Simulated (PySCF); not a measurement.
Compound: CH5B2ClS2.
Bonds: B1–S2, S2–B3, B3–Cl4, B3–S5, S5–C6. Hydrogens: H7, H8 on B1; H9, H10, H11 on C6.

Method used: PBE0-D3(BJ)/def2-SVP geometry optimisation, gas phase in PySCF 2.14.0.

(1) List the bond lengths, angles and torsions at this level.

Answers

(1) 
```
                 bond  length (Å)
                B1–S2       1.788
                S2–B3       1.836
               B3–Cl4       1.754
                B3–S5       1.783
                S5–C6       1.815
         B1–H7, B1–H8       1.203
C6–H9, C6–H10, C6–H11       1.098
```

Bonds in one row agree within 0.01 Å and their mean is given. A selection of angles:
```
    angle  degrees
 S2–B1–H7    121.9
 S2–B1–H8    114.9
 H7–B1–H8    123.2
 B1–S2–B3    107.0
S2–B3–Cl4    123.7
 S2–B3–S5    120.2
Cl4–B3–S5    116.1
 B3–S5–C6    105.0
 S5–C6–H9    111.1
S5–C6–H11    106.3
H9–C6–H10    109.7
```

Torsions: B1–S2–B3–Cl4 1° (synperiplanar); S2–B3–S5–C6 0° (synperiplanar).

B1 (three-coordinate boron) is planar (angles 123.2°, 121.9° and 114.9°, sum 360.0°, 0.00 Å off the plane of its three neighbours). Of the pairs four or more bonds apart, Cl4···H7 is among the closest relative to their van der Waals radii: 2.80 Å, 95 % of the sum of Bondi's values. S2 (sulfur bonded to 2 B) is bent (angle 107.0°). The 6 heavy atoms lie in one plane (0.006 Å rms). The 3 B–S bonds span 1.783 Å (B3–S5, drawn single) to 1.836 Å (S2–B3, drawn single), a spread of 0.053 Å. B3 (three-coordinate boron) is planar (angles 123.7°, 120.2° and 116.1°, sum 360.0°, 0.00 Å off the plane of its three neighbours).

Point group: Cs (every atom within 0.08 Å of its image). PBE0-D3(BJ)/def2-SVP frequencies: not computed here. One conformer, not necessarily the lowest (H–B1–S2–B3 0° and 180°, B1–S2–B3–Cl4 1°, S2–B3–S5–C6 0°).

Time: 55 s wall; peak memory 0.52 GiB. Hardware: an Arm Neoverse V1 with one thread, shared host with 64 logical CPUs at a one-minute load of 30. That covers the optimisation of the geometry.
